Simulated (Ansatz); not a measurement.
Abridged output of a molecular run in Ansatz:

```
Functional definition: HF
1223 factors; integrals over basis functions are off by at most 9.8e-4 eV
mean field evaluation 1: about -23417.0052 eV, gradient 5.6e1 eV
mean field evaluation 2: about -23417.0075 eV, gradient 5.6e1 eV
mean field evaluation 4: about -23423.0634 eV, gradient 3.4e0 eV
mean field evaluation 8: about -23423.1030 eV, gradient 1.9e-4 eV
mean field -23423.10300050 eV, -860.7831585189 hartree, gradient 2.0e-6 eV, S^2 0.000000; 0 other end points of the search recorded, 0 dependent functions left out
14 core orbitals not correlated: weight in the atoms' cores, before any rotation towards them, 1.000 or more for the frozen orbitals, at most 0.000 for the correlated occupied ones
reference -23423.10300050 eV, -860.7831585189 hartree; 19, 19 occupied and 94, 94 virtual orbitals, 1223 factors
second order -24.99336872 eV of doubles, -0.00000000 eV of singles
cycle   1  -25.51722223 eV  change   -5.2e-1 eV  update   1.1e-1
cycle   2  -26.10366909 eV  change   -5.9e-1 eV  update   3.0e-2
cycle   3  -26.24658704 eV  change   -1.4e-1 eV  update   1.5e-2
cycle   4  -26.23781010 eV  change    8.8e-3 eV  update   3.1e-3
cycle   5  -26.23709268 eV  change    7.2e-4 eV  update   1.2e-3
cycle   6  -26.23749649 eV  change   -4.0e-4 eV  update   3.6e-4
cycle   7  -26.23727987 eV  change    2.2e-4 eV  update   1.3e-4
cycle   8  -26.23720743 eV  change    7.2e-5 eV  update   3.8e-5
cycle   9  -26.23721046 eV  change   -3.0e-6 eV  update   1.4e-5
perturbative correction -0.57983035 eV, -0.0213083723 hartree
Total energy: -23449.92004130 eV, -861.7686665912 hartree
```

Its atoms:

```xyz
13

O     1.311   -1.248   -1.142
Si    1.493    0.356   -0.753
N     0.404    0.699    0.519
Si   -1.260    0.276    0.606
O    -1.471   -0.219    2.156
O    -1.555   -0.839   -0.549
H     1.575   -1.504   -2.028
H     1.220    1.134   -1.991
H     2.865    0.654   -0.268
H     0.820    1.016    1.383
H    -2.210    1.375    0.327
H    -2.372   -0.269    2.479
H    -0.818   -1.431   -0.740
```

Q: Which basis set was used?
A. def2-QZVPP
B. def2-TZVPP
C. cc-pV(Q+d)Z
D. def2-SVP

A: D. It gives 127 functions.

Q: Write the keys of the input that set method, charge and spin (a neutral closed shell needs none for the last two).

A: 
```yaml
correlation: {method: ccsd_t}
```
